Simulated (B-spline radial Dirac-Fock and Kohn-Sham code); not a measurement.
## Auger parameter of promethium: the K level and its strongest K-LL line

These are calculated numbers from a B-spline atomic structure program; the model is multi-electron Dirac-Fock with separately optimised hole states, Breit and Lamb-shift corrections added in first order. The modified Auger parameter α′ is the binding energy plus the kinetic energy of the Auger electron; it does not depend on the energy zero. For free ions it tends to fall with charge, since less charge screens the final holes.

| species | configuration | binding 1s (eV) | Auger line | kinetic (eV) | α′ (eV) |
| --- | --- | --- | --- | --- | --- |
| Pm | [Xe] 4f5 6s2 | 45187.1 | L2L3 J=2 | 31511.6 | 76698.7 |
| Pm | [Xe] 4f3 5d2 6s2 | 45202.6 | L2L3 J=2 | 31490.4 | 76693.0 |
| Pm | [Xe] 4f4 6s2 6p1 | 45198.2 | L2L3 J=2 | 31496.8 | 76695.0 |
| Pm | [Xe] 4f5 6s1 6p1 | 45188.2 | L2L3 J=2 | 31510.5 | 76698.7 |
| Pm | [Xe] 4f4 5d1 6s2 | 45194.5 | L2L3 J=2 | 31501.4 | 76695.9 |
| Pm⁺ | [Xe] 4f5 6s1 | 45193.7 | L2L3 J=2 | 31503.6 | 76697.3 |
| Pm⁺ | [Xe] 4f6 | 45185.1 | L2L3 J=2 | 31516.1 | 76701.3 |
| Pm²⁺ | [Xe] 4f5 | 45201.5 | L2L3 J=2 | 31494.8 | 76696.3 |
| Pm²⁺ (Watson 2.2 Å) | [Xe] 4f5 | 45188.4 | L2L3 J=2 | 31507.9 | 76696.3 |
| Pm³⁺ | [Xe] 4f4 | 45221.0 | L2L3 J=2 | 31470.7 | 76691.7 |
| Pm³⁺ | [Xe] 4f3 5d1 | 45229.6 | L2L3 J=2 | 31459.3 | 76688.9 |
| Pm³⁺ (Watson 1.6 Å) | [Xe] 4f4 | 45194.2 | L2L3 J=2 | 31497.6 | 76691.8 |
| Pm³⁺ (Watson 2.7 Å) | [Xe] 4f4 | 45205.0 | L2L3 J=2 | 31486.7 | 76691.7 |
| Pm⁴⁺ | [Xe] 4f3 | 45243.0 | L2L3 J=2 | 31444.1 | 76687.1 |
| Pm⁵⁺ | [Kr] 4d10 4f3 5s2 5p5 | 45260.7 | L2L3 J=2 | 31425.8 | 76686.6 |
| Pm⁶⁺ | [Kr] 4d10 4f3 5s2 5p4 | 45279.3 | L2L3 J=2 | 31406.8 | 76686.1 |
| Pm⁷⁺ | [Kr] 4d10 4f3 5s2 5p3 | 45298.8 | L2L3 J=2 | 31387.2 | 76686.0 |
| Pm⁸⁺ | [Kr] 4d10 4f3 5s2 5p2 | 45319.1 | L2L3 J=2 | 31366.6 | 76685.7 |
